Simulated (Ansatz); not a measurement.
Geometry optimisation, RKS PBE0/6-31G* (Ansatz).

Input:

```yaml
crystal:
  periodic: [false, false, false]
  atoms:
    - { symbol: Si, position_ang: [0.2606, 0.7122, 0.2049] }
    - { symbol: Cl, position_ang: [2.0826, 0.0122, -1.3405] }
    - { symbol: "N", position_ang: [-0.2038, 1.5798, -1.1552] }
    - { symbol: H, position_ang: [0.7927, 1.0757, -1.885] }
    - { symbol: H, position_ang: [1.0349, 1.546, 1.1286] }
    - { symbol: Si, position_ang: [-0.555, -1.3022, 1.0129] }
    - { symbol: H, position_ang: [-1.1121, 1.6454, -1.5832] }
    - { symbol: H, position_ang: [0.2845, -1.8813, 2.0674] }
    - { symbol: H, position_ang: [-1.8882, -1.0816, 1.5937] }
    - { symbol: H, position_ang: [-0.6963, -2.3062, -0.0437] }
basis:
  gaussian: { orbitals: "6-31G*" }
hamiltonian:
  xc: pbe0
relax:
  f_tol: 0.15
  max_steps: 25
  restrain:
    - { distance: [3, 1], at: 1.33, k: 30.0 }
    - { distance: [0, 1], at: 3.43, k: 30.0 }
    - { distance: [3, 2], at: 2.32, k: 30.0 }
output:
  orbitals: {}
```

Launched with:

```bash
$ ansatz run input.yaml --threads 2 --pin off --max-ram 3072MiB --backend cpu --events-out ev --progress --plain --runs-dir out
```

Problem. Where does it end, and by what steps?

Solution. It converged. The restraints hold the end off the free minimum. After 11 steps the energy has risen by 0.526 eV (the restraints' own energy left out); Cl2 moved furthest, 0.94 Å. Parted: Si1–Cl2. Joined: Cl2–H4.

```tsv
step	energy less start (eV)	largest force component (eV/Å)	accepted
0	0.0000	3.195	yes
1	1.1239	2.568	yes
2	1.0387	2.461	yes
3	0.7868	1.083	yes
4	0.6334	0.943	yes
5	0.5905	0.578	yes
6	0.5548	0.360	yes
7	0.5477	0.475	yes
8	0.5511	0.679	no
9	0.5358	0.414	yes
10	0.5347	0.497	yes
11	0.5259	0.310	yes
```

```xyz
10
Properties=species:S:1:pos:R:3
Si 0.055 0.704 0.291
Cl 2.589 0.431 -2.013
N -0.461 1.570 -0.967
H 1.556 1.242 -2.051
H 1.221 1.290 1.001
Si -0.788 -1.307 1.175
H -1.261 1.261 -1.509
H 0.163 -1.850 2.183
H -2.105 -1.054 1.822
H -0.968 -2.286 0.069
```

Time of the run: 32 s on 2 threads of Arm Neoverse V1, with other jobs on the host, peak memory 0.18 GiB.
